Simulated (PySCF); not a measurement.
# J couplings in `C[Se]c1ccc(Br)cc1`, C$_{7}$H$_{7}$BrSe

Cartesian coordinates in Å; atom numbers follow the order of the lines, from 1:
```xyz
16

C     3.7052   -0.1252    0.2104
Se    2.6830    1.5150    0.2810
C     0.9198    0.8122    0.3798
C     0.6246   -0.5524    0.4565
C    -0.6976   -0.9880    0.5317
C    -1.7334   -0.0583    0.5344
Br   -3.5234   -0.6461    0.6369
C    -1.4555    1.3070    0.4594
C    -0.1356    1.7351    0.3816
H     4.7556    0.1815    0.1160
H     3.4266   -0.7251   -0.6665
H     3.5857   -0.7090    1.1332
H     1.4197   -1.2989    0.4593
H    -0.9195   -2.0550    0.5900
H    -2.2704    2.0329    0.4600
H     0.0726    2.8066    0.3194
```

Method: indirect couplings at PBE0/pcJ-1 (dyall-v2z on Br, dyall-v2z on Se), no solvent, finite nuclei, PBE0-D3(BJ)/def2-SVP geometry; PySCF 2.14 with density-fitted X2C routines.

Non-relativistic values:
```json
{"coupling": "1J(79Br,13C)", "atoms": "Br7 – C6", "J (Hz)": "-156.1"}
{"coupling": "2J(79Br,13C)", "atoms": "Br7 – C5/C8", "J (Hz)": "5.2"}
{"coupling": "3J(79Br,1H)", "atoms": "Br7 – H14/H15", "J (Hz)": "4.1"}
{"coupling": "4J(79Br,13C)", "atoms": "Br7 – C3", "J (Hz)": "1.4"}
{"coupling": "4J(79Br,1H)", "atoms": "Br7 – H13/H16", "J (Hz)": "1.4"}
{"coupling": "5J(79Br,77Se)", "atoms": "Br7 – Se2", "J (Hz)": "6.1"}
```

Problem. What do two-component X2C with spin–orbit coupling give?

Solution. 
| coupling | atoms | with spin–orbit (Hz) |
| --- | --- | --- |
| 1J(79Br,13C) | Br7 – C6 | -168.7 |
| 2J(79Br,13C) | Br7 – C5/C8 | 3.7 |
| 3J(79Br,1H) | Br7 – H14/H15 | 4.3 |
| 4J(79Br,13C) | Br7 – C3 | 1.4 |
| 4J(79Br,1H) | Br7 – H13/H16 | 1.5 |
| 5J(79Br,77Se) | Br7 – Se2 | 7.1 |

The largest listed coupling, 1J(79Br,13C), ends at 1.08 times its non-relativistic value. Equivalent partners are averaged, as under fast rotation. Couplings to strongly quadrupolar nuclei (79Br) are seldom resolved in solution.
